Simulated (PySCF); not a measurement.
C₂H₅Te, SMILES [CH2][Te]C, multiplicity 2.

Geometry optimised at B3LYP-D3(BJ)/def2-SVP. The isomer is the one that the SMILES or the coordinates give; other isomers of the formula were not compared. The def2 effective core potentials stand for the cores of Te; spin–orbit coupling is left out.

Level of theory: B3LYP-D3(BJ)/def2-SVP (PySCF 2.14.0).

Frequencies are harmonic and unscaled.

Q: Estimate the vibrational spectrum. (Estimate from the structure and the level; the computed values follow.)

A: 
| mode | ν (cm⁻¹) | IR (km/mol) | moving atoms (share of kinetic energy) |
|---|---|---|---|
| 1 | 95 | 0.0 | H 96 % |
| 2 | 157 | 5.7 | H 94 % |
| 3 | 188 | 1.6 | C 59 %, H 32 %, Te 8 % |
| 4 | 303 | 65.8 | H 81 %, C 19 % |
| 5 | 518 | 1.8 | C 75 %, H 15 %, Te 10 % |
| 6 | 601 | 0.5 | C 76 %, H 14 %, Te 10 % |
| 7 | 750 | 0.9 | H 87 %, C 13 % |
| 8 | 829 | 9.1 | H 88 %, C 12 % |
| 9 | 867 | 13.1 | H 81 %, C 18 % |
| 10 | 1239 | 13.8 | H 85 %, C 15 % |
| 11 | 1325 | 5.2 | H 89 %, C 11 % |
| 12 | 1434 | 6.5 | H 95 % |
| 13 | 1444 | 7.1 | H 95 % |
| 14 | 3059 | 11.0 | H 98 % |
| 15 | 3140 | 3.1 | H 96 % |
| 16 | 3176 | 1.8 | H 90 %, C 10 % |
| 17 | 3183 | 0.9 | H 90 %, C 10 % |
| 18 | 3282 | 0.1 | H 89 %, C 11 % |
